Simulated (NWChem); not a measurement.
System: Si2NH6, doublet; SMILES [SiH3][N][SiH3]

NWChem input:

```
start job
memory heap 200 mb stack 900 mb global 1100 mb
geometry units angstroms noautosym nocenter noautoz
  Si    -0.010122    -1.650649     0.012085
  N     -0.521710    -0.000131     0.072039
  Si    -0.014823     1.650552    -0.016615
  H     -0.816756    -2.328447    -1.040197
  H      1.435031    -1.891510    -0.272440
  H     -0.335906    -2.249421     1.336826
  H     -0.350090     2.274707     1.293902
  H     -0.817857     2.304240    -1.086827
  H      1.431074     1.890659    -0.297951
end
basis spherical
  Si library def2-svp
  N library def2-svp
  H library def2-svp
end
dft
  odft
  mult 2
  xc m06-2x
  iterations 150
end
cosmo
  do_cosmo_smd true
  solvent cychexon
end
task dft energy
```

Coordinates come from a B3LYP/6-31G* (spherical d), spin-unrestricted optimisation. No stability test was run on the SCF state. Solvent: cyclohexanone.

Level: M06-2X/def2-SVP with SMD (1 M gas to 1 M solution), gas-phase geometry. Reactions with the solvent are ignored.

### Question
Predict the main results of this run. (M06-2X/def2-SVP, spin-unrestricted, SMD on the gas-phase geometry.) Quantities: solvation free energy (kcal/mol); cavity-dispersion-structure term (kcal/mol); dipole in solution (D).

### Answer
```json
{
 "solvation free energy (kcal/mol)": "-0.2",
 "cavity-dispersion-structure term (kcal/mol)": "0.9",
 "dipole in solution (D)": "0.79"
}
```
